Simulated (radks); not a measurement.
Question: The mean radii <r> (bohr) of the occupied orbitals of an atom or ion are listed with their occupations. Calculated with a radial shooting solver on a logarithmic mesh with Libxc functionals: non-relativistic Kohn-Sham, exchange-only PBE, spin-unpolarised, spherical densities, point nucleus.

orbital  occ.      <r>
1s          2  0.02104
2s          2  0.08903
2p          6  0.07534
3s          2   0.2268
3p          6   0.2167
3d         10   0.1904
4s          2   0.5080
4p          6   0.5166
4d         10   0.5377
5s          2    1.237
5p          6    1.382
4f         14   0.6512
5d          1    2.104
6s          2    3.400

Name the element and its charge.

Answer: Z = 72, hafnium, charge +1: Hf+ in [Xe] 4f14 5d1 6s2. The 1s radius gives Z: for a bare nucleus <r> = 1.5/Z, 0.02083 bohr for Z = 72, and screening makes it slightly larger (0.02104 here). The occupations add up to 71, and the charge is Z minus that.
